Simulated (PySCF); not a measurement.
Cl3H2HfN, multiplicity 1. Atoms are numbered in the order given.

```xyz
7

Hf    -0.1184    -0.0230     0.0000
Cl     0.4793     2.2619     0.0000
Cl     0.6078    -1.0439     1.9946
Cl     0.6078    -1.0439    -1.9946
N     -2.1212    -0.1434     0.0000
H     -2.7196    -0.1500     0.8352
H     -2.7196    -0.1500    -0.8352
```
Charge 0, spin multiplicity 1.

Geometry: PBE-D3(BJ)/def2-SVP. The spin state was assumed, not searched. The structure was generated by enumeration; whether it is a known compound was not checked. The def2 effective core potentials stand for the cores of Hf; spin–orbit coupling is left out. One conformer was computed; it need not be the lowest.

All values below come from PySCF with PBE-D3(BJ)/def2-SVP.

Frequencies are harmonic and unscaled.

```
mode  ν (cm⁻¹)  IR (km/mol)  moving atoms (share of kinetic energy)
----  --------  -----------  --------------------------------------
1           33          7.4                         Cl 50 %, H 43 %
2           86          2.1                        Cl 85 %, Hf 14 %
3           93          4.4                        Cl 73 %, Hf 23 %
4          123          1.4         H 35 %, Cl 33 %, N 23 %, Hf 9 %
5          138          0.9                 N 55 %, Cl 22 %, H 18 %
6          146          0.4                 H 44 %, N 28 %, Cl 27 %
7          360         13.8                                 Cl 95 %
8          374         50.5                        Cl 77 %, Hf 23 %
9          374         45.4                        Cl 71 %, Hf 21 %
10         467        201.3                          H 77 %, N 22 %
11         472         38.2                          H 73 %, N 18 %
12         645         73.5                  N 77 %, H 14 %, Hf 9 %
13        1442         40.4                          H 89 %, N 11 %
14        3448         92.3                                  H 96 %
15        3539         34.7                           H 92 %, N 8 %
```
